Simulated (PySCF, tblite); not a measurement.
Isomers of C8H15P, one GFN2-xTB conformer each. Single-point energies are computed at PBE0/pcSseg-1 (PySCF, gas phase, no added dispersion term), electronic only.

```tsv
SMILES	GFN2-xTB relative energy (kJ/mol)
CC1=CCCP1C(C)C	7.7
C=CC[P@@](=C)(C=C)CC	307.0
CCCP1C=C(C)CC1	0.0
```

Conformers: `[CH3:1][C:2]1=[CH:3][CH2:4][CH2:5][P:6]1[CH:7]([CH3:8])[CH3:9]` with C5–P6–C7–C8 -154°, C2–C3–C4–C5 -15°, C3–C4–C5–P6 21°, C4–C5–P6–C7 81°, C1–C2–P6–C5 -165°; `[CH2:1]=[CH:2][CH2:3][P@@:4](=[CH2:5])([CH:6]=[CH2:7])[CH2:8][CH3:9]` with C1–C2–C3–P4 102°, C2–C3–P4–C5 -73°, C3–P4–C6–C7 138°, C3–P4–C8–C9 61°; `[CH3:1][CH2:2][CH2:3][P:4]1[CH:5]=[C:6]([CH3:7])[CH2:8][CH2:9]1` with C1–C2–C3–P4 178°, C2–C3–P4–C5 77°, C3–P4–C5–C6 89°, C5–C6–C8–C9 14°, C6–C8–C9–P4 -20°, C3–P4–C9–C8 -81°.

Task: What does PBE0/pcSseg-1 give for the same structures?

Result: 
```json
{"SMILES": "CCCP1C=C(C)CC1", "PBE0/pcSseg-1 E (Eh)": "-654.65853", "PBE0/pcSseg-1 (kJ/mol)": "0.0", "GFN2-xTB (kJ/mol)": "0.0", "point group": "C1"}
{"SMILES": "CC1=CCCP1C(C)C", "PBE0/pcSseg-1 E (Eh)": "-654.65587", "PBE0/pcSseg-1 (kJ/mol)": "7.0", "GFN2-xTB (kJ/mol)": "7.7", "point group": "C1"}
{"SMILES": "C=CC[P@@](=C)(C=C)CC", "PBE0/pcSseg-1 E (Eh)": "-654.55400", "PBE0/pcSseg-1 (kJ/mol)": "274.5", "GFN2-xTB (kJ/mol)": "307.0", "point group": "C1"}
```

Both levels put the same isomer lowest; measured from each level's own lowest isomer, the values differ by up to 32.5 kJ/mol (C=CC[P@@](=C)(C=C)CC: 307.0 against 274.5). Neighbours under 10 kJ/mol apart (CCCP1C=C(C)CC1 and CC1=CCCP1C(C)C) can change places with a better method, another conformer or zero-point energy.

Task: Which frontier levels, dipoles and rotational constants go with these structures?

Result: 
```csv
SMILES,"HOMO (eV, PBE0/pcSseg-1)",LUMO (eV),dipole (D),"A, B, C (MHz)"
CCCP1C=C(C)CC1,-6.20,0.07,1.92,"2146, 812.3, 704.7"
CC1=CCCP1C(C)C,-6.25,0.18,1.39,"1806, 1224, 900.2"
C=CC[P@@](=C)(C=C)CC,-5.11,-0.60,2.86,"1590, 1067, 801.4"
```

Task: What happens when harmonic zero-point energies from GFN2-xTB frequencies are added?

Result: 
```
              SMILES  ZPE (kJ/mol)  electronic (kJ/mol)  with ZPE (kJ/mol)
      CCCP1C=C(C)CC1         546.9                  0.0                0.0
      CC1=CCCP1C(C)C         546.0                  7.0                6.0
C=CC[P@@](=C)(C=C)CC         524.6                274.5              252.2
```

The zero-point energies span 22.3 kJ/mol. The order is unchanged.
